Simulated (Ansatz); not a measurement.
Reaction (cleavage of the Si–Si bond): `C[SiH2][SiH](F)[SiH3]` + `O[SiH3]` → `F[SiH]([SiH3])O[SiH3]` + `C[SiH3]`

Program: Ansatz. Geometries: PBE0-D4/def2-TZVP. ΔE: electronic, gas phase. CBS: MP2 limit from def2 TZ/QZ plus the TZ coupled-cluster correction, frozen cores. This one scheme is used for every species. Functionals use def2-TZVPP. B3LYP here is the variant with VWN-RPA as its local correlation; programs differ in this. One conformer a species, not always the lowest.

```tsv
level	ΔE (kJ/mol)
PBE0	-113.1
B3LYP	-130.5
SCS-MP2/def2-TZVPP	-141.7
SCS-MP2/def2-QZVPP	-141.7
```

(1) What does CCSD(T)/CBS give? (Estimate.)

Largest T1 diagnostic among the species: 0.013.

Answers

(1) The calculation gave: -130.7 kJ/mol. The listed levels differ from it by 17.6, 0.2, -11.0, -11.0 kJ/mol.

From PBE to PBE0 (25 % exact exchange), in def2-TZVPP and without D4, ΔE moves by −9.1 kJ/mol. In def2-TZVPP, CCSD(T) changes the Hartree–Fock value by +25.3 kJ/mol (the triples alone add +3.6 kJ/mol) and MP2 by +20.1 kJ/mol.
